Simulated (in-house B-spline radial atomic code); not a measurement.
**RPA and G0W0 on LDA VWN5: Fe8+**

Configuration [Ne] 3s2 3p6, mean-field start LDA VWN5. Computed with a B-spline radial code for spherical atoms: all electrons, non-relativistic, point nucleus, each spin shell either full or empty, empty states to l = 9 with an (l + 1/2)⁻⁴ tail; G0W0 by contour deformation at full frequency.

Command:
```bash
python run_gw.py task.json out
```
Settings (radii: box in bohr, nucleus in fm):
```
Z                        26
electrons                18
configuration            [Ne] 3s2 3p6
hamiltonian              nr
method                   lda,vwn
lmax                     9
spin_polarised           False
box_radius               7.7
intervals                48
```

Cost of the run: 0.7 s on 1 thread of Arm Neoverse V2, on a shared host.

Energies (hartree):

```tsv
term	value
mean-field total	-1240.39481
Hartree-Fock functional on these orbitals	-1242.13598
direct second order	-1.4674
second-order exchange	0.48602
SOSEX correction	0.44352
```

**Question.** What is the RPA correlation energy, and what remains with SOSEX?

**Answer.** RPA gives -1.2818 hartree (-1.94 eV per electron); RPA + SOSEX gives -0.83831, and the second-order doubles -0.98136 hartree (no singles). RPA lacks exchange-type terms and so overcorrelates at short range.

Quasi-particle levels (eV):

```csv
level,occupied,mean field,Σx - vxc,Σc,QP weight,G0W0
3p,yes,-219.88,-13.82,?,?,?
2p,yes,-881.09,-51.82,11.65,0.862,-921.26
3d,no,-165.99,17.39,-3.52,0.972,-152.12
```

G0W0 = mean field + (Σx - vxc) + Σc, with Σc (partial-wave tail included) taken at the quasi-particle energy. Only the outer levels were computed. Levels of low weight are left out.

**Question.** Where does G0W0 put 3p?

**Answer.** At -234.00 eV, with Σc = -0.30 eV and a quasi-particle weight of 0.959. The tabulated removal energy is 233.6 ± 0.4 eV (NIST, semi-empirical); the calculation leaves out relativity, Breit and QED terms, and what these don't explain is the method's own error.
